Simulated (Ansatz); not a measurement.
Cartesian coordinates (Å):
SMILES: C[S@](=O)C#N
```xyz
8

C     -0.9753    -0.2930     0.2194
S      0.3009     1.0040     0.2379
O      0.1399     1.8110    -0.9815
C      1.6335    -0.1513    -0.0098
N      2.5689    -0.8156    -0.1243
H     -1.9188     0.2274     0.3772
H     -0.9655    -0.7873    -0.7492
H     -0.7837    -0.9951     1.0303
```
Charge 0, multiplicity 1.

Computed with frozen-core CCSD(T)/cc-pVTZ // B3LYP-D3(BJ)/def2-TZVP (Ansatz, a quantum-chemistry and plane-wave program).

The HF energy comes out as -604.33277 Ha and the MP2 correlation energy comes out as -0.93106 Ha.

Task: Estimate the CCSD correlation energy, the (T) correction, the total energy and the T1 diagnostic.

Result: 
| Quantity | Value |
|---|---|
| CCSD correlation energy | -0.94753 Ha |
| (T) correction | -0.04765 Ha |
| CCSD(T) total energy | -605.32796 Ha |
| T1 diagnostic | 0.017 |
